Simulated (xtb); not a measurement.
HO₂ (SMILES [O]O), doublet, from a rough starting geometry; GFN2-xTB (xtb 6.7.1).

Here is a job for xtb.
```
$ xtb mol.xyz --gfn 2 --uhf 1 --opt vtight --json

# file mol.xyz
3

O      0.25018381     1.02750657    -0.15190397
O      0.26123013    -0.39991346    -0.16412709
H     -0.58350009    -0.58159316     0.37856319
```

Task: Predict the main parts of the log of this xtb run.

Result: 
```
   ID    Z sym.   atoms
    1    8 O      1, 2
    2    1 H      3

           -------------------------------------------------
          |                Calculation Setup                |
           -------------------------------------------------

           -------------------------------------------------
          |                 G F N 2 - x T B                 |
           -------------------------------------------------

          ...................................................
          :                      SETUP                      :
          :.................................................:
          :  # basis functions                   9          :
          :  # atomic orbitals                   9          :
          :  # shells                            5          :
          :  # electrons                        13          :
          :  max. iterations                   250          :
          :  Hamiltonian                  GFN2-xTB          :
          :  restarted?                      false          :
          :  GBSA solvation                  false          :
          :  PC potential                    false          :
          :  electronic temp.          300.0000000     K    :
          :  accuracy                    1.0000000          :
          :  -> integral cutoff          0.2500000E+02      :
          :  -> integral neglect         0.1000000E-07      :
          :  -> SCF convergence          0.1000000E-05 Eh   :
          :  -> wf. convergence          0.1000000E-03 e    :
          :  Broyden damping             0.4000000          :
          :  net charge                          0          :
          :  unpaired electrons                  1          :
          ...................................................

 iter      E             dE          RMSdq      gap      omega  full diag
   1     -8.4470224 -0.844702E+01  0.443E+00    7.47       0.0  T
   2     -8.4547340 -0.771165E-02  0.302E+00    7.31       1.0  T
   3     -8.4561766 -0.144255E-02  0.144E+00    7.39       1.0  T
   4     -8.4566622 -0.485583E-03  0.160E-01    7.36       1.0  T
   5     -8.4566734 -0.112166E-04  0.603E-02    7.36       1.0  T
   6     -8.4566779 -0.446417E-05  0.369E-02    7.36       1.6  T
   7     -8.4566798 -0.195251E-05  0.750E-03    7.36       7.7  T
   8     -8.4566798  0.410894E-07  0.623E-03    7.36       9.3  T
   9     -8.4566798 -0.759680E-07  0.574E-04    7.36     100.5  T
  10     -8.4566798 -0.503999E-09  0.103E-04    7.36     561.3  T

   *** convergence criteria satisfied after 10 iterations ***

         :::::::::::::::::::::::::::::::::::::::::::::::::::::
         ::                     SUMMARY                     ::
         :::::::::::::::::::::::::::::::::::::::::::::::::::::
         :: total energy              -8.446402953123 Eh    ::
         :: gradient norm              0.126849726211 Eh/a0 ::
         :: HOMO-LUMO gap              7.361120383332 eV    ::
         ::.................................................::
         :: SCC energy                -8.456679847142 Eh    ::
         :: -> isotropic ES            0.018635223412 Eh    ::
         :: -> anisotropic ES         -0.000951467805 Eh    ::
         :: -> anisotropic XC         -0.004195750474 Eh    ::
         :: -> dispersion             -0.000315791779 Eh    ::
         :: repulsion energy           0.010276894019 Eh    ::
         :: add. restraining           0.000000000000 Eh    ::
         :: total charge              -0.000000000000 e     ::
         :::::::::::::::::::::::::::::::::::::::::::::::::::::

      -----------------------------------------------------------
     |                   =====================                   |
     |                        A N C O P T                        |
     |                   =====================                   |
     |               Approximate Normal Coordinate               |
[...]
 * total energy  :    -8.4464030 Eh     change       -0.2085798E-10 Eh
 * total energy  :    -8.4575284 Eh     change       -0.1112543E-01 Eh
 * total energy  :    -8.4593541 Eh     change       -0.1825703E-02 Eh
 * total energy  :    -8.4596245 Eh     change       -0.2704146E-03 Eh
 * total energy  :    -8.4596283 Eh     change       -0.3752493E-05 Eh
 * total energy  :    -8.4596283 Eh     change       -0.1046549E-07 Eh
   *** GEOMETRY OPTIMIZATION CONVERGED AFTER 6 ITERATIONS ***
[...]
         ::                     SUMMARY                     ::
         :::::::::::::::::::::::::::::::::::::::::::::::::::::
         :: total energy              -8.459628266511 Eh    ::
         :: gradient norm              0.000067165489 Eh/a0 ::
         :: HOMO-LUMO gap             10.537001619631 eV    ::
         ::.................................................::
         :: SCC energy                -8.476176640775 Eh    ::
         :: -> isotropic ES            0.018328203407 Eh    ::
         :: -> anisotropic ES          0.001078041469 Eh    ::
         :: -> anisotropic XC         -0.008699480975 Eh    ::
         :: -> dispersion             -0.000316933289 Eh    ::
         :: repulsion energy           0.016548374264 Eh    ::
         :: add. restraining           0.000000000000 Eh    ::
         :: total charge               0.000000000000 e     ::
         :::::::::::::::::::::::::::::::::::::::::::::::::::::

           -------------------------------------------------
          |                Property Printout                |
           -------------------------------------------------

    * Orbital Energies and Occupations

         #    Occupation            Energy/Eh            Energy/eV
      -------------------------------------------------------------
         1        2.0000           -0.7786569             -21.1883
         2        2.0000           -0.7190314             -19.5658
         3        2.0000           -0.6553325             -17.8325
         4        2.0000           -0.6047738             -16.4567
         5        2.0000           -0.6041447             -16.4396
         6        2.0000           -0.4617757             -12.5656
         7        1.0000           -0.4278747             -11.6431 (HOMO)
         8                         -0.0406471              -1.1061 (LUMO)
         9                          0.0803020               2.1851
      -------------------------------------------------------------
                  HL-Gap            0.3872277 Eh           10.5370 eV
             Fermi-level           -0.3395431 Eh           -9.2394 eV

     #   Z          covCN         q      C6AA      α(0)
     1   8 O        0.972    -0.216    18.283     5.735
     2   8 O        1.775    -0.121    16.127     5.423
     3   1 H        0.802     0.337     0.620     1.237

 Mol. C6AA /au·bohr⁶  :         82.176425
 Mol. C8AA /au·bohr⁸  :       1594.938707
 Mol. α(0) /au        :         12.394763

Wiberg/Mayer (AO) data.
largest (>0.10) Wiberg bond orders for each atom

 ---------------------------------------------------------------------------
     #   Z sym  total        # sym  WBO       # sym  WBO       # sym  WBO
 ---------------------------------------------------------------------------
     1   8 O    1.463 --     2 O    1.443
     2   8 O    2.311 --     1 O    1.443     3 H    0.867
     3   1 H    0.886 --     2 O    0.867
 ---------------------------------------------------------------------------

Topologies differ in total number of bonds
Writing topology from bond orders to xtbtopo.mol

molecular dipole:
                 x           y           z       tot (Debye)
 q only:       -0.522      -0.709       0.333
   full:       -0.706      -0.824       0.451       2.987
molecular quadrupole (traceless):
                xx          xy          yy          xz          yz          zz
 q only:        0.412       0.366      -0.561      -0.304      -0.248       0.149
  q+dip:        1.172       0.468      -2.027      -0.369      -0.323       0.856
   full:        0.807       0.523      -1.580      -0.059      -0.357       0.773

optimized geometry written to: xtbopt.xyz

           -------------------------------------------------
          | TOTAL ENERGY               -8.459628266511 Eh   |
          | GRADIENT NORM               0.000067165489 Eh/α |
          | HOMO-LUMO GAP              10.537001619631 eV   |
           -------------------------------------------------
```
